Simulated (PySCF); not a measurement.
C3H7NSi, SMILES [SiH3]N1C=CC1.

The structure is a stationary point at TPSSh-D3(BJ)/def2-SVP. This is a generated structure with no PubChem entry under its InChIKey; it may be hypothetical.

These are TDDFT-PBE/def2-SVPD run with PySCF values and carry that method's errors.

Vertical excitations. 

Task: Give excitation energies, oscillator strengths and character. (Estimate from the structure and the level; the computed values follow.)

Result: 
```csv
state,energy (eV),λ (nm),f,main pairs
S1,4.50,276,0.004,HOMO→LUMO+1 99 %
S2,5.11,243,0.007,HOMO→LUMO+2 98 %
S3,5.17,240,0.066,"HOMO→LUMO+3 61 %, HOMO→LUMO 36 %"
S4,5.47,227,0.102,"HOMO→LUMO 56 %, HOMO→LUMO+3 35 %"
S5,5.58,222,0.012,HOMO→LUMO+4 97 %
S6,5.90,210,0.022,HOMO→LUMO+5 95 %
S7,6.04,205,0.002,HOMO→LUMO+6 98 %
S8,6.68,186,0.015,HOMO→LUMO+7 98 %
S9,6.84,181,0.056,HOMO→LUMO+8 95 %
S10,6.90,180,0.001,HOMO−1→LUMO+1 96 %
T1,3.68,337,0,HOMO→LUMO 97 %
T2,4.35,285,0,HOMO→LUMO+1 99 %
T3,5.00,248,0,HOMO→LUMO+2 99 %
T4,5.14,241,0,HOMO→LUMO+3 99 %
```
Triplets are in the Tamm–Dancoff approximation, which puts them higher than full response would, so one can lie above its singlet here.
